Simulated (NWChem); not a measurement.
C3H6AuN; SMILES C[N+]#[C-]->[Au][CH3]

Not confirmed as a minimum by frequencies. def2 effective core potentials on Au; no spin-orbit coupling.

**Question.** Give the equilibrium geometry at PBE0/def2-SVP with def2 effective core potentials on Au (NWChem) as an XYZ file, with the point group.

**Answer.** point group C3; any orientation.
```
11

Au    -0.4308     0.5588    -0.0004
C     -0.5178     2.6097    -0.0001
H      0.4639     3.0533    -0.2352
H     -0.8312     2.9970     0.9836
H     -1.2381     2.9799    -0.7483
C     -0.2567    -4.0010     0.0002
N     -0.3106    -2.5958     0.0000
C     -0.3530    -1.4304    -0.0003
H     -0.5675    -4.3887     0.9812
H      0.7693    -4.3369    -0.2081
H     -0.9281    -4.4029    -0.7722
```
